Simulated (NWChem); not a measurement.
SnHCl2F; SMILES [SnH]([F])([Cl])[Cl]

```xyz
5

Sn     0.3535     0.2708     0.0000
F      1.8275    -0.9667     0.0000
Cl    -0.9010    -0.2365     1.8868
Cl    -0.9010    -0.2365    -1.8868
H      0.9531     1.8576     0.0000
```
Atoms are numbered in this order, from 1.

Level: PBE0/def2-SVP with def2 effective core potentials on Sn (NWChem), optimised geometry, unscaled harmonic frequencies. def2 effective core potentials on Sn; no spin-orbit coupling.

Q: List the harmonic frequencies with IR intensities, and the thermochemistry.

A: 
```json
[
 {"frequency (cm⁻¹)": "111", "IR intensity (km/mol)": "3.1"},
 {"frequency (cm⁻¹)": "150", "IR intensity (km/mol)": "11.0"},
 {"frequency (cm⁻¹)": "158", "IR intensity (km/mol)": "21.6"},
 {"frequency (cm⁻¹)": "389", "IR intensity (km/mol)": "23.7"},
 {"frequency (cm⁻¹)": "406", "IR intensity (km/mol)": "76.2"},
 {"frequency (cm⁻¹)": "555", "IR intensity (km/mol)": "86.3"},
 {"frequency (cm⁻¹)": "555", "IR intensity (km/mol)": "63.9"},
 {"frequency (cm⁻¹)": "655", "IR intensity (km/mol)": "49.3"},
 {"frequency (cm⁻¹)": "1999", "IR intensity (km/mol)": "60.2"}
]
```

zero-point energy: 7.1 kcal/mol
thermal correction to the enthalpy at 298.15 K (with zero-point energy): 11.4 kcal/mol
heat capacity Cv: 17.8 cal/(mol K)
entropy at 298.15 K and 1 atm (symmetry number 1): 82.0 cal/(mol K)

Rigid rotor and harmonic oscillator.
